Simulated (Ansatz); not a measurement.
`C[Si](Cl)(Cl)Cl`, relaxed with RKS PBE0-D4/def2-TZVP in Ansatz from a PBE-D4/def2-SVP geometry. The force threshold is 0.005 eV/Å; the program also tests the step.

Total charge 0; spin multiplicity 1.

Start:

```xyz
8

C    -0.088    1.025   -0.254
Si    0.067   -0.774    0.192
Cl    0.908   -0.988    2.070
Cl   -1.793   -1.680    0.204
Cl    1.266   -1.759   -1.176
H    -0.734    1.545    0.481
H     0.912    1.504   -0.256
H    -0.537    1.127   -1.262
```

| step | energy (eV) | largest force (eV/Å) | largest move (Å) |
| --- | --- | --- | --- |
| 1 | -46521.5695 | 0.606 | 0.000 |
| 2 | -46521.6134 | 0.150 | 0.035 |
| 3 | -46521.6152 | 0.049 | 0.009 |
| 4 | -46521.6154 | 0.024 | 0.004 |
| 5 | -46521.6155 | 0.002 | 0.002 |

End:

```xyz
8

C    -0.087    1.016   -0.252
Si    0.066   -0.765    0.190
Cl    0.894   -0.978    2.040
Cl   -1.765   -1.662    0.201
Cl    1.247   -1.740   -1.156
H    -0.722    1.527    0.475
H     0.899    1.485   -0.254
H    -0.531    1.117   -1.244
```

Run time 17 s (4 threads of a server CPU on a shared host); peak host memory 0.62 GiB.
